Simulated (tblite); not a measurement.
Species: C₇H₉GaS.
Numbering: `[CH3:1][C:2]#[C:3][Ga:4]1[CH2:5][CH:6]=[CH:7][S:8][CH2:9]1` (hydrogens: H10, H11, H12 on C1; H13, H14 on C5; H15 on C6; H16 on C7; H17, H18 on C9)

Computed with GFN2-xTB (tblite), gas phase: L-BFGS steps from a force-field or distance-geometry start until the largest atomic force falls under 0.01 eV/Å.

Step 109: E = -649.7209 eV
```
atom  x, y, z in Å  |  force x, y, z in eV/Å
C1      1.9878   -3.9409   -0.5175   -0.008  -0.003  -0.003
C2      1.4822   -2.6011   -0.3052   -0.018  -0.013  -0.017
C3      1.0356   -1.4901   -0.1149    0.000   0.025   0.006
Ga4     0.3513    0.3608   -0.0462   -0.001   0.004  -0.007
C5     -0.0868    1.6713   -1.5850    0.015   0.010   0.000
C6     -1.5383    1.9027   -1.4151   -0.021  -0.012  -0.007
C7     -2.0946    2.4430   -0.3297   -0.003  -0.017   0.009
S8     -1.1751    2.8874    1.1138    0.018  -0.003  -0.008
C9     -0.5025    1.2598    1.6094   -0.004  -0.013   0.012
H10     1.6819   -4.2948   -1.5022    0.008  -0.007   0.005
H11     3.0761   -3.9442   -0.4632    0.001   0.010   0.009
H12     1.5923   -4.6177    0.2396    0.003   0.011   0.008
H13     0.1723    1.3751   -2.6023   -0.010  -0.013   0.009
H14     0.4666    2.5790   -1.3127    0.024   0.022  -0.009
H15    -2.1921    1.5812   -2.2190   -0.014   0.015  -0.025
H16    -3.1466    2.6753   -0.2714    0.006   0.003   0.002
H17    -1.3279    0.6840    2.0340    0.011  -0.017   0.013
H18     0.2088    1.4755    2.4112   -0.007  -0.003   0.005
```

Step 110: E = -649.7214 eV
```
atom  x, y, z in Å  |  force x, y, z in eV/Å
C1      2.0006   -3.9435   -0.5138   -0.010   0.017  -0.008
C2      1.4830   -2.6073   -0.3042   -0.013   0.004  -0.009
C3      1.0351   -1.4959   -0.1169    0.000  -0.007   0.000
Ga4     0.3333    0.3485   -0.0497    0.009   0.004  -0.004
C5     -0.0963    1.6607   -1.5883    0.013   0.056  -0.017
C6     -1.5441    1.9175   -1.4149   -0.005  -0.035  -0.026
C7     -2.0876    2.4625   -0.3261    0.003  -0.018   0.015
S8     -1.1558    2.8915    1.1149    0.011  -0.017  -0.011
C9     -0.5115    1.2509    1.6080   -0.016  -0.015   0.022
H10     1.6986   -4.3001   -1.4989    0.017  -0.008   0.010
H11     3.0894   -3.9350   -0.4578   -0.020   0.000   0.007
H12     1.6098   -4.6238    0.2428    0.008   0.019   0.007
H13     0.1534    1.3599   -2.6068   -0.008  -0.021   0.012
H14     0.4719    2.5630   -1.3240    0.013  -0.005  -0.006
H15    -2.2046    1.6101   -2.2199   -0.003   0.019   0.001
H16    -3.1359    2.7072   -0.2622   -0.014   0.019   0.002
H17    -1.3478    0.6863    2.0282    0.023  -0.002   0.006
H18     0.1996    1.4537    2.4132   -0.006  -0.009   0.000
```

Problem. Estimate the geometry and energy of step 111. (The exact step hangs on the optimiser's Hessian estimate; all steps are aligned on step 110, rigid shifts and turns removed.)

Solution. E = -649.7217 eV, largest force 0.058 eV/Å
```
atom  x, y, z in Å  |  force x, y, z in eV/Å
C1      2.0039   -3.9423   -0.5120   -0.015  -0.004  -0.007
C2      1.4827   -2.6080   -0.3046   -0.002   0.006  -0.007
C3      1.0385   -1.4951   -0.1190   -0.015   0.010   0.003
Ga4     0.3276    0.3455   -0.0509    0.015   0.001  -0.004
C5     -0.0997    1.6573   -1.5901    0.026   0.042  -0.031
C6     -1.5454    1.9212   -1.4151   -0.028  -0.013   0.001
C7     -2.0837    2.4673   -0.3240    0.001  -0.020  -0.008
S8     -1.1466    2.8922    1.1147    0.009  -0.030  -0.005
C9     -0.5154    1.2460    1.6081   -0.009  -0.010   0.036
H10     1.7031   -4.3009   -1.4967    0.018  -0.011   0.004
H11     3.0923   -3.9306   -0.4551   -0.010  -0.001   0.004
H12     1.6147   -4.6235    0.2448    0.007   0.021   0.008
H13     0.1452    1.3529   -2.6087    0.000  -0.023   0.011
H14     0.4731    2.5573   -1.3302    0.020   0.004  -0.002
H15    -2.2081    1.6209   -2.2208   -0.008   0.013   0.006
H16    -3.1305    2.7172   -0.2573   -0.020   0.021   0.000
H17    -1.3562    0.6853    2.0251    0.030   0.010   0.004
H18     0.1955    1.4434    2.4156   -0.018  -0.016  -0.013
```

The energy changes by -0.0003 eV. The first-order estimate −F·Δx gives -0.0004 eV and the mean of the old and new forces, exact on a quadratic surface, -0.0003 eV. The step makes an angle of 83° with the force vector and moves no atom by more than 0.012 Å.

What follows is the cost of the whole relaxation. Hardware: one thread, Arm Neoverse N1 (aarch64), no GPU, on a shared host. Cost: 2.8 s wall.
